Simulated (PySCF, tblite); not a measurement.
Isomers of C4H12SSi. All values are computed: GFN2-xTB (tblite) harmonic vibrations without scaling, gas phase. The method is semi-empirical: single wavenumbers can be off by several per cent or more. Modes of hydrogen on silicon and sulfur can be 10 to 20 % off. One conformer each.

Electronic energies: PBE0/pcSseg-1 single points on the GFN2-xTB geometries (PySCF, gas phase).

| SMILES | electronic energy, lowest = 0 (kJ/mol) |
| --- | --- |
| CSCCC[SiH3] | 190.3 |
| C[C@@H](C[SiH3])CS | 184.2 |
| CS[Si](C)(C)C | 0.0 |
| CCSC[SiH2]C | 147.5 |

Question: How do GFN2-xTB zero-point energies change the relative energies?

Answer: 
```csv
SMILES,ZPE (kJ/mol),of it from modes above 1550 cm⁻¹,electronic (kJ/mol),"with ZPE, lowest = 0 (kJ/mol)",lowest mode (cm⁻¹),rings
CS[Si](C)(C)C,391.1,218.4,0.0,0.0,32,0
CCSC[SiH2]C,382.5,206.8,147.5,138.9,20,0
C[C@@H](C[SiH3])CS,375.7,198.2,184.2,168.8,65,0
CSCCC[SiH3],379.6,201.9,190.3,178.7,47,0
```

The zero-point energies span 15.4 kJ/mol, from `C[C@@H](C[SiH3])CS` to `CS[Si](C)(C)C`. The order is unchanged.

Question: And how do the electronic energies of GFN2-xTB itself compare?

Answer: `CS[Si](C)(C)C` 0.0; `CCSC[SiH2]C` 47.4; `C[C@@H](C[SiH3])CS` 6.3; `CSCCC[SiH3]` 26.0 kJ/mol, lowest = 0. Against the energies above, taken from the same isomer `CS[Si](C)(C)C`, the largest difference is 177.9 kJ/mol.
